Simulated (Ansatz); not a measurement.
Born–Oppenheimer molecular dynamics of ClF$_{2}$H$_{3}$W (7 atoms, charge 0, multiplicity 1). It starts from a relaxed structure.

All numbers below come from Ansatz 0.2.0, RKS BHLYP/def2-SVP.

```json
{
  "ensemble": "NVE (Milne-controlled integrator)",
  "time step": "0.5 fs",
  "steps asked": "150",
  "starting velocities drawn for": "400 K",
  "seed": "1499"
}
```

Frames 5 fs apart, positions in Å, forces in eV/Å.

Velocities at 10.0 fs (Å/ps):

```
W -0.67 0.63 -0.35
F 1.29 -3.86 -1.17
F 1.42 0.96 -0.60
H 27.68 -15.13 -0.43
H 11.81 6.26 -2.15
H -2.95 5.37 -1.73
Cl 0.99 -1.62 2.90
```

```xyz
7
Properties=species:S:1:pos:R:3:forces:R:3 time_fs=10.0 energy_less_start_eV=0.143 T=179
W 0.302 0.005 -0.081 2.06 -1.13 -0.70
F 0.264 -0.040 1.714 0.06 0.06 1.71
F 2.238 0.009 0.090 -0.62 0.07 -0.02
H -0.498 1.386 -0.123 -0.82 1.06 0.19
H -1.373 0.050 0.115 -0.37 0.08 -0.06
H -0.687 -1.317 -0.015 -0.26 -0.03 -0.10
Cl 0.184 -0.015 -2.282 -0.06 -0.11 -1.02
7
Properties=species:S:1:pos:R:3:forces:R:3 time_fs=15.0 energy_less_start_eV=0.100 T=245
W 0.300 0.008 -0.083 1.43 -0.05 -0.14
F 0.270 -0.059 1.719 0.03 -0.02 1.40
F 2.241 0.015 0.087 -0.75 0.04 -0.04
H -0.475 1.469 -0.105 -0.20 -0.03 0.15
H -1.379 0.094 0.101 -0.29 0.06 -0.02
H -0.734 -1.293 -0.034 -0.17 0.12 -0.05
Cl 0.189 -0.023 -2.272 -0.06 -0.11 -1.29
7
Properties=species:S:1:pos:R:3:forces:R:3 time_fs=20.0 energy_less_start_eV=0.141 T=182
W 0.300 0.010 -0.086 -0.30 1.38 1.00
F 0.277 -0.078 1.741 -0.03 -0.09 0.40
F 2.235 0.020 0.084 -0.79 -0.03 -0.09
H -0.510 1.563 -0.054 0.57 -1.33 0.00
H -1.437 0.150 0.080 0.56 -0.10 -0.06
H -0.818 -1.242 -0.064 0.03 0.25 0.05
Cl 0.193 -0.033 -2.270 -0.04 -0.08 -1.30
7
Properties=species:S:1:pos:R:3:forces:R:3 time_fs=25.0 energy_less_start_eV=0.081 T=275
W 0.300 0.013 -0.087 1.27 -0.99 1.59
F 0.284 -0.098 1.768 -0.15 -0.07 -0.55
F 2.219 0.026 0.079 -0.33 -0.01 -0.06
H -0.447 1.420 -0.001 -0.54 1.23 -0.05
H -1.394 0.186 0.049 -0.11 -0.09 0.09
H -0.903 -1.142 -0.084 -0.07 -0.07 0.12
Cl 0.197 -0.042 -2.276 -0.07 0.01 -1.13
7
Properties=species:S:1:pos:R:3:forces:R:3 time_fs=30.0 energy_less_start_eV=0.054 T=316
W 0.301 0.016 -0.086 0.59 0.09 1.84
F 0.289 -0.120 1.789 -0.21 -0.06 -1.19
F 2.199 0.031 0.073 0.16 -0.03 -0.03
H -0.469 1.476 0.038 0.08 0.13 -0.18
H -1.374 0.200 0.038 -0.55 -0.10 0.16
H -1.000 -1.051 -0.077 0.00 -0.04 0.12
Cl 0.201 -0.052 -2.291 -0.08 0.01 -0.73
7
Properties=species:S:1:pos:R:3:forces:R:3 time_fs=35.0 energy_less_start_eV=0.100 T=245
W 0.303 0.018 -0.082 -1.21 1.56 1.71
F 0.291 -0.142 1.794 -0.19 -0.04 -1.34
F 2.180 0.036 0.068 0.46 -0.07 -0.02
H -0.484 1.582 0.036 0.67 -1.24 -0.23
H -1.451 0.184 0.061 0.39 -0.38 0.02
H -1.099 -0.965 -0.043 -0.04 0.22 0.08
Cl 0.204 -0.062 -2.310 -0.08 -0.04 -0.22
7
Properties=species:S:1:pos:R:3:forces:R:3 time_fs=40.0 energy_less_start_eV=-0.030 T=446
W 0.304 0.023 -0.077 0.61 -0.95 0.67
F 0.291 -0.165 1.784 -0.26 -0.01 -0.92
F 2.168 0.041 0.061 0.80 0.04 -0.01
H -0.376 1.470 -0.013 -0.53 1.15 0.03
H -1.468 0.086 0.093 -0.15 -0.09 0.03
H -1.214 -0.834 0.009 -0.31 -0.06 0.01
Cl 0.206 -0.072 -2.331 -0.16 -0.07 0.18
7
Properties=species:S:1:pos:R:3:forces:R:3 time_fs=45.0 energy_less_start_eV=-0.054 T=483
W 0.306 0.026 -0.070 -0.06 -0.18 -0.39
F 0.287 -0.187 1.762 -0.28 -0.08 -0.19
F 2.165 0.045 0.055 0.75 0.06 -0.03
H -0.357 1.544 -0.060 -0.18 0.07 0.11
H -1.530 0.030 0.139 -0.43 0.88 0.07
H -1.371 -0.773 0.057 0.37 -0.62 -0.14
Cl 0.207 -0.082 -2.350 -0.17 -0.13 0.56
7
Properties=species:S:1:pos:R:3:forces:R:3 time_fs=50.0 energy_less_start_eV=0.117 T=219
W 0.307 0.029 -0.064 -1.67 1.44 -1.30
F 0.280 -0.211 1.738 -0.21 -0.16 0.61
F 2.172 0.051 0.049 0.40 -0.05 -0.07
H -0.384 1.649 -0.079 0.47 -1.34 0.16
H -1.658 0.097 0.189 0.80 -0.95 -0.30
H -1.458 -0.783 0.082 0.34 1.19 0.01
Cl 0.208 -0.093 -2.366 -0.13 -0.14 0.89
7
Properties=species:S:1:pos:R:3:forces:R:3 time_fs=55.0 energy_less_start_eV=0.091 T=260
W 0.307 0.034 -0.060 0.40 -0.52 -2.07
F 0.270 -0.237 1.721 -0.27 -0.20 1.22
F 2.183 0.055 0.041 0.11 -0.07 -0.09
H -0.333 1.511 -0.061 -0.45 1.03 0.16
H -1.654 0.080 0.190 0.07 1.45 0.02
H -1.457 -0.660 0.094 0.31 -1.61 -0.26
Cl 0.207 -0.105 -2.376 -0.17 -0.08 1.02
7
Properties=species:S:1:pos:R:3:forces:R:3 time_fs=60.0 energy_less_start_eV=0.010 T=384
W 0.307 0.038 -0.059 -0.50 0.09 -1.92
F 0.257 -0.266 1.719 -0.08 -0.17 1.04
F 2.196 0.059 0.033 -0.19 -0.10 -0.04
H -0.356 1.547 -0.005 0.00 0.33 0.08
H -1.571 0.215 0.168 0.69 -1.02 -0.29
H -1.396 -0.716 0.066 0.20 0.88 -0.06
Cl 0.205 -0.118 -2.379 -0.14 -0.01 1.17
7
Properties=species:S:1:pos:R:3:forces:R:3 time_fs=65.0 energy_less_start_eV=0.099 T=247
W 0.306 0.043 -0.059 1.52 1.66 -1.31
F 0.243 -0.296 1.730 -0.08 -0.10 0.29
F 2.207 0.062 0.024 -0.22 -0.08 0.02
H -0.383 1.661 0.067 0.65 -1.30 -0.15
H -1.390 0.195 0.094 -1.50 0.88 0.17
H -1.303 -0.653 0.019 -0.22 -1.10 -0.19
Cl 0.203 -0.131 -2.374 -0.15 0.03 1.16
```

Of the whole run (75 fs, mean temperature of the second half 350 K): The conserved energy stayed within 0.015 meV per atom of its start (net change -0.0033 meV per atom), so the integration is sound. A run of 0.075 ps of so small a system gives no equilibrium averages.

The run took 13 min on 1 thread of Arm Neoverse V2, on a shared host, peak memory 0.19 GiB.
